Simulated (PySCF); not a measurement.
BrH₂NTe, SMILES Br[Te]N.

Coordinates come from a B3LYP-D3(BJ)/def2-SVP optimisation. The def2 effective core potentials stand for the cores of Te; spin–orbit coupling is left out. Other conformers were not sampled.

The numbers are results of TDA-ωB97X/def2-SVPD in PySCF 2.14.0, not measurements.

Vertical excitations. Gas-phase values at a fixed geometry. State labels are in the subgroup Cs.

Q: Give excitation energies, oscillator strengths and character. (The exact figures need the calculation; the answer reports its results.)

A: 
```json
[
 {"state": "S1", "symmetry": "A\"", "energy (eV)": "2.54", "λ (nm)": "488", "f": "0.000", "main pairs": "HOMO→LUMO 97 %"},
 {"state": "S2", "symmetry": "A\"", "energy (eV)": "3.98", "λ (nm)": "311", "f": "0.003", "main pairs": "HOMO→LUMO+1 88 %"},
 {"state": "S3", "symmetry": "A'", "energy (eV)": "4.63", "λ (nm)": "268", "f": "0.009", "main pairs": "HOMO−1→LUMO 79 %, HOMO−2→LUMO 16 %"},
 {"state": "S4", "symmetry": "A\"", "energy (eV)": "5.03", "λ (nm)": "247", "f": "0.001", "main pairs": "HOMO−3→LUMO 96 %"},
 {"state": "S5", "symmetry": "A'", "energy (eV)": "5.73", "λ (nm)": "217", "f": "0.128", "main pairs": "HOMO−2→LUMO 55 %, HOMO−1→LUMO+1 23 %, HOMO−1→LUMO 13 %"},
 {"state": "S6", "symmetry": "A'", "energy (eV)": "6.03", "λ (nm)": "206", "f": "0.089", "main pairs": "HOMO−2→LUMO+1 49 %, HOMO−1→LUMO+1 31 %"},
 {"state": "S7", "symmetry": "A\"", "energy (eV)": "6.10", "λ (nm)": "203", "f": "0.092", "main pairs": "HOMO→LUMO+2 69 %, HOMO→LUMO+3 24 %"},
 {"state": "S8", "symmetry": "A'", "energy (eV)": "6.82", "λ (nm)": "182", "f": "0.136", "main pairs": "HOMO−4→LUMO 72 %"},
 {"state": "S9", "symmetry": "A\"", "energy (eV)": "6.98", "λ (nm)": "178", "f": "0.029", "main pairs": "HOMO→LUMO+3 59 %, HOMO→LUMO+2 17 %"},
 {"state": "S10", "symmetry": "A\"", "energy (eV)": "7.03", "λ (nm)": "176", "f": "0.003", "main pairs": "HOMO−3→LUMO+1 80 %"},
 {"state": "T1", "symmetry": "A\"", "energy (eV)": "1.84", "λ (nm)": "674", "f": "0", "main pairs": "HOMO→LUMO 97 %"},
 {"state": "T2", "symmetry": "A\"", "energy (eV)": "3.27", "λ (nm)": "379", "f": "0", "main pairs": "HOMO→LUMO+1 84 %"},
 {"state": "T3", "symmetry": "A'", "energy (eV)": "4.03", "λ (nm)": "308", "f": "0", "main pairs": "HOMO−1→LUMO 92 %"},
 {"state": "T4", "symmetry": "A'", "energy (eV)": "4.21", "λ (nm)": "294", "f": "0", "main pairs": "HOMO−2→LUMO 89 %"}
]
```
Triplets are in the Tamm–Dancoff approximation.
